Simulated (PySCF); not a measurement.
Dissociation curve of OH (cation, charge +1), triplet.

- ROKS-PBE0 = restricted open-shell PBE0/cc-pVTZ (PySCF 2.14.0)
- UCCSD(T) = CCSD(T) on UHF/cc-pVTZ, 1 core orbital frozen in PySCF

Energies relative to the lowest point of each curve near equilibrium, in eV:

```csv
R / Å,ROKS-PBE0
0.82,1.289
0.94,0.177
1.04,0.000
1.05,0.004
1.10,0.067
1.20,0.334
1.39,1.061
1.73,2.331
1.86,2.728
2.07,3.254
3.10,4.424
3.61,4.560
```

Question: Estimate the UCCSD(T) values at these points.

Answer: 0.82: 1.271; 0.94: 0.170; 1.04: 0.000; 1.05: 0.005; 1.10: 0.070; 1.20: 0.340; 1.39: 1.069; 1.73: 2.351; 1.86: 2.760; 2.07: 3.320; 3.10: 4.742; 3.61: 4.945 (eV).

At the longest distance ROKS-PBE0 leaves fractional charges on the fragments, a sign of delocalisation error or of the restricted form. The unrestricted determinant behind UCCSD(T) is spin-contaminated at 1.55 to 4.15 Å (<S²> up to 3.0, against 2.00 for a pure triplet).
